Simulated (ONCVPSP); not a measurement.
# Pseudopotential generation for Ga: ONCV, PBE, scalar-relativistic.

gallium, optimised norm-conserving Vanderbilt (ONCV), made with ONCVPSP 4.0.1 (PBE, scalar-relativistic). Core [Ar] 3d10, reference 4s1 4p2. Waves: 4s: rc 2.10 bohr, ncon 4, nbas 7, qcut 3.5 1/bohr, 3 projectors, debl 2.3 Ha; 4p: rc 2.35 bohr, ncon 4, nbas 9, qcut 3.3 1/bohr, 2 projectors, debl 1.8 Ha. Local part: polynomial inside 1.95 bohr (lpopt 5, dvloc0 6 Ha). Core correction: polynomial model core, fcfact 0.25.

All-electron outer shells of the reference configuration (PBE, scalar-relativistic, ld1.x):

```
shell  level (eV)  outermost node (bohr)  outermost maximum (bohr)
   3p     -100.79                   0.24                      0.56
   3d      -21.04                      –                      0.53
   4s      -10.04                   0.80                      1.87
   4p       -3.35                   0.87                      2.47
```

Results:

- Cutoffs needed: 6.9 Ha and 24 Ha (the cutoffs (Ha) at which the residual kinetic energy of the hardest occupied pseudo-wave falls to 1 and 0.1 mHa per electron) The cutoffs count occupied waves only; projector 3 of the s channel, the hardest unoccupied one, needs 20 Ha at the loose tolerance.
- Ghost test: no bound ghost flagged; no localised positive-energy state flagged
- Largest excitation error: -83 meV (all-electron minus pseudo) for 4s1 4p0, out of 4 test configurations
- rms error of d²Exc/dni dnj: 10.10 mHa without and 0.75 mHa with the model core

Generation and tests took about 4 s on one core of a shared server CPU.
